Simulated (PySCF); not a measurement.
Isomers of CH5BSi. Isolated molecules, 0 K electronic values unless said otherwise. One relaxed conformer stands for each flexible species; it need not be the lowest. Strings in code marks are SMILES.

These are PySCF 2.14.0 with PBE-D3(BJ)/def2-TZVP // B3LYP-D3(BJ)/def2-TZVP values and carry that method's errors. All candidates: neutral, multiplicity 1. 

| Item | Result |
|---|---|
| HOMO–LUMO gap | 1.65 eV |
| LUMO | -3.12 eV |
| dipole moment | 2.49 D |

Name which member has these values.
A. `C=B[SiH3]`
B. `[H]/B=C\[SiH3]`
C. `CB=[SiH2]`
D. `B1C[SiH2]1`

C, `CB=[SiH2]`. The others give `[H]/B=C\[SiH3]`: 3.56 eV, -2.40 eV, 0.86 D; `C=B[SiH3]`: 2.79 eV, -2.90 eV, 0.34 D; `B1C[SiH2]1`: 3.58 eV, -2.36 eV, 0.96 D
